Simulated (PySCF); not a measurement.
**Vanadium: a sound run and one with changed settings**

Sound run: V⁺ [Ar] 3d4, V²⁺ [Ar] 3d3. Calculation: PySCF 2.14, in jorge-DZP-DKH; scalar relativity by spin-free X2C-1e. In the sound run the correlated levels freeze [Ar]. The sound run starts from symmetry-adapted Hartree-Fock orbitals and uses a fine grid where one is needed.

Changed run: no relativity, point nucleus. This setting is unsound on purpose.

```tsv
species	method	sound run (hartree)	changed run (hartree)	converged
V⁺	UHF	-947.88001	-941.46613	yes
V⁺	PBE	-948.67225	-942.22902	yes
V⁺	BP86	-949.03110	-942.58087	yes
V⁺	MP2	-947.91116	-941.49698	yes
V²⁺	UHF	-947.40113	-940.98343	yes
V²⁺	PBE	-948.12236	-941.67565	yes
V²⁺	BP86	-948.47934	-942.02572	yes
V²⁺	MP2	-947.41158	-940.99374	yes
```

Ionisation energy of V⁺:

| method | sound run (eV) | changed run (eV) |
| --- | --- | --- |
| UHF | 13.031 | 13.135 |
| PBE | 14.963 | 15.058 |
| BP86 | 15.014 | 15.106 |
| MP2 | 13.594 | 13.694 |
| SCS-MP2 | 13.219 | 13.321 |

Most of the change in total energy is the relativistic energy itself. On top of that the contraction fixes the core shape for the Hamiltonian it was made with, so the changed run is not a good calculation with the other Hamiltonian either.

For comparison, NIST gives 14.634 ± 0.007 eV between the lowest levels.
